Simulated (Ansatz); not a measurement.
Reactions of H$_{6}$O$_{4}$Si$_{2}$, SMILES `O[SiH2]O[SiH](O)O`.

Computed with Ansatz on PBE0-D4/def2-TZVP structures; ΔE is electronic, products minus reactants. CBS: MP2 limit from def2 TZ/QZ plus the TZ coupled-cluster correction, frozen cores. This one scheme is used for every species. Functionals use def2-TZVPP. B3LYP here is the variant with VWN-RPA as its local correlation; programs differ in this. For Ge outer-core shells are correlated without core-valence functions, which leaves a few kJ/mol of doubt a bond. Scalar relativity is left out up to krypton. One conformer a species, not always the lowest.

| reaction | B3LYP-D4 (kcal/mol) | B2PLYP (kcal/mol) | CCSD(T)/CBS(def2) (kcal/mol) |
| --- | --- | --- | --- |
| `O[SiH2]O[SiH](O)O` + `[OH][AlH2]` → `O[SiH](O)[O][AlH2]` + `O[SiH2]O` | -0.1 | -1.0 | -0.4 |
| `O[SiH2]O[SiH](O)O` + `C=C[SiH2]N` → `C=C[SiH2]N[SiH2]O` + `O[SiH](O)O` | 13.6 | 14.0 | 13.1 |
| `O[SiH2]O[SiH](O)O` + `O[Si](O)(F)F` → `O[SiH](O)O[Si](O)(F)F` + `O[SiH2]O` | -1.5 | -1.2 | -1.1 |
| `O[SiH2]O[SiH](O)O` + `C[O][GeH2][SH]` → `CO[SiH](O)O[SiH2]O` + `[OH][GeH2][SH]` | 0.0 | 0.2 | 0.3 |
| `O[SiH2]O[SiH](O)O` + `C[NH][GeH3]` → `C[N]([GeH3])[SiH2]O` + `O[SiH](O)O` | 13.5 | 13.6 | 12.7 |
| `O[SiH2]O[SiH](O)O` + `CO[SiH2]N` → `CO[SiH2]N[SiH2]O` + `O[SiH](O)O` | 14.1 | 14.7 | 13.8 |
| `O[SiH2]O[SiH](O)O` + `N[SiH2][SiH3]` → `N[SiH](O)O` + `O[SiH2]O[SiH2][SiH3]` | 2.3 | 2.4 | 2.4 |
| `O[SiH2]O[SiH](O)O` + `C[SiH](O)[O][GeH2][OH]` → `[OH][GeH2][O][SiH](O)O` + `C[SiH](O)O[SiH2]O` | -0.4 | -0.7 | -0.4 |
| `O[SiH2]O[SiH](O)O` + `[AlH2][SiH2][SiH3]` → `O[SiH](O)[SiH2][SiH3]` + `O[SiH2][O][AlH2]` | -2.6 | -2.7 | -1.3 |
| `O[SiH2]O[SiH](O)O` + `N[Si](F)(F)F` → `O[SiH](O)N[Si](F)(F)F` + `O[SiH2]O` | 13.3 | 13.7 | 13.5 |

Largest T1 diagnostic: 0.013, for `[AlH2][SiH2][SiH3]`.
